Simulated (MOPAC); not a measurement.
Input file for MOPAC: PM7 on FHOSi (SMILES O[Si]F), a point of a bond scan (R = 1.062 Å).

```
PM7 1SCF PRECISE CHARGE=0 THREADS=1
FHOSi

Si     0.00937425 1     0.00603277 1     0.61022733 1
F     -0.73513023 1     1.02562647 1    -0.41739903 1
O      0.73079075 1    -1.04612827 1    -0.42560613 1
H      0.62938814 1    -0.93606506 1    -1.47735595 1
```

The log:

```
*******************************************************************************
 **                                                                           **
 **                              MOPAC v23.2.5                                **
 **                                                                           **
 *******************************************************************************
 ** MOPAC's Digital Object Identifier: https://doi.org/10.5281/zenodo.6511958 **
 **                                                                           **
 ** Please cite the open-source release paper for use of this MOPAC version:  **
 ** J. E. Moussa and J. J. P. Stewart (2026)                                  **
 ** MOPAC: An open-source semiempirical molecular orbital program             **
 ** J. Open Source Softw., 11(119), 8025, https://doi.org/10.21105/joss.08025 **
 *******************************************************************************

                              PM7 CALCULATION RESULTS

 *******************************************************************************
 *  PM7        - The PM7 Hamiltonian to be used
 *
 *
 *
 *                 CHARGE ON SYSTEM = 0
 *
 *
 *
 *  PRECISE    - TIGHTER CRITERIA TO BE USED
 *  1SCF       - DO 1 SCF AND THEN STOP
 *  THREADS=1  - MULTI-THREADING NOT USED
 *  T=         - A TIME OF 172800.0 SECONDS REQUESTED
 *  DUMP=N     - RESTART FILE WRITTEN EVERY 7200.0 SECONDS REQUESTED
 *******************************************************************************
PM7 1SCF PRECISE CHARGE=0 THREADS=1
 FHOSi

   ATOM   CHEMICAL          X               Y               Z
  NUMBER   SYMBOL      (ANGSTROMS)     (ANGSTROMS)     (ANGSTROMS)

     1      Si          0.00937425  *   0.00603277  *   0.61022733  *
     2       F         -0.73513023  *   1.02562647  *  -0.41739903  *
     3       O          0.73079075  *  -1.04612827  *  -0.42560613  *
     4       H          0.62938814  *  -0.93606506  *  -1.47735595  *



          CARTESIAN COORDINATES

    NO.       ATOM           X           Y           Z

     1        Si          0.0094      0.0060      0.6102
     2         F         -0.7351      1.0256     -0.4174
     3         O          0.7308     -1.0461     -0.4256
     4         H          0.6294     -0.9361     -1.4774

 General Reference for PM7:
 "Optimization of Parameters for Semiempirical Methods VI: More Modifications to the
 NDDO Approximations and Re-optimization of Parameters", J. J. P. Stewart, J. Mol. Mod., 1:32, 19 (2013)
 https://link.springer.com/article/10.1007/s00894-012-1667-x

           Empirical Formula: H O Si F  =     4 atoms



      MOLECULAR POINT GROUP   :   Cs


      RHF CALCULATION, NO. OF DOUBLY OCCUPIED LEVELS = 9


 -------------------------------------------------------------------------------
 PM7 1SCF PRECISE CHARGE=0 THREADS=1
 FHOSi



     1SCF WAS SPECIFIED, SO BFGS WAS NOT USED
     SCF FIELD WAS ACHIEVED


                              PM7 CALCULATION
                                                       MOPAC v23.2.5 Linux




          FINAL HEAT OF FORMATION =       -116.22398 KCAL/MOL =    -486.28113 KJ/MOL


          COSMO AREA              =         90.58 SQUARE ANGSTROMS
          COSMO VOLUME            =         77.00 CUBIC ANGSTROMS

          IONIZATION POTENTIAL    =         11.394908 EV
          HOMO LUMO ENERGIES (EV) =        -11.395 -0.461
          NO. OF FILLED LEVELS    =          9
          MOLECULAR WEIGHT        =         64.0912         POINT GROUP:  Cs

          MOLECULAR DIMENSIONS (Angstroms)

            Atom       Atom       Distance
            H     4    F     2     2.61413
           Si     1    H     4     1.45142
            F     2    O     3     0.00000


          SCF CALCULATIONS        =          1





   ATOM   CHEMICAL          X               Y               Z
  NUMBER   SYMBOL      (ANGSTROMS)     (ANGSTROMS)     (ANGSTROMS)

     1      Si          0.00937425  *   0.00603277  *   0.61022733  *
     2       F         -0.73513023  *   1.02562647  *  -0.41739903  *
     3       O          0.73079075  *  -1.04612827  *  -0.42560613  *
     4       H          0.62938814  *  -0.93606506  *  -1.47735595  *

                             CARTESIAN COORDINATES

   1   Si        0.009374250     0.006032770     0.610227330
   2    F       -0.735130230     1.025626470    -0.417399030
   3    O        0.730790750    -1.046128270    -0.425606130
   4    H        0.629388140    -0.936065060    -1.477355950


           Empirical Formula: H O Si F  =     4 atoms



      MOLECULAR POINT GROUP   :   Cs


                  EIGENVALUES
 -39.77910 -29.31084 -17.97327 -16.56617 -15.80122 -15.57134 -13.43760 -13.34718
 -11.39491  -0.46110   0.95318   1.72975   4.49161  26.98071  27.17050  27.50680
  28.33015  29.13797


              NET ATOMIC CHARGES AND DIPOLE CONTRIBUTIONS

  ATOM NO.   TYPE          CHARGE      No. of ELECS.   s-Pop       p-Pop       d-Pop
    1         Si           0.788812        3.2112     1.63075     1.42531     0.15513
    2          F          -0.455544        7.4555     1.93652     5.51903
    3          O          -0.725383        6.7254     1.78344     4.94194
    4          H           0.392116        0.6079     0.60788
 DIPOLE           X         Y         Z       TOTAL
 POINT-CHG.     0.283    -0.339     1.926     1.976
 HYBRID        -0.127     0.080    -3.145     3.148
 SUM            0.156    -0.260    -1.219     1.256


          ATOMIC ORBITAL ELECTRON POPULATIONS

     Atom    s        px        py        pz      x^2-y^2     xz        z^2       yz        xy
    1 Si   1.63075   0.23377   0.30309   0.88844   0.02674   0.02849   0.02581   0.04203   0.03206
    2  F   1.93652   1.87234   1.82184   1.82484
    3  O   1.78344   1.80397   1.74490   1.39307
    4  H   0.60788

 **********************
 *                    *
 * JOB ENDED NORMALLY *
 *                    *
 **********************




 == MOPAC DONE ==
```

The run finished.

Cost: very roughly 0.010 core-seconds.
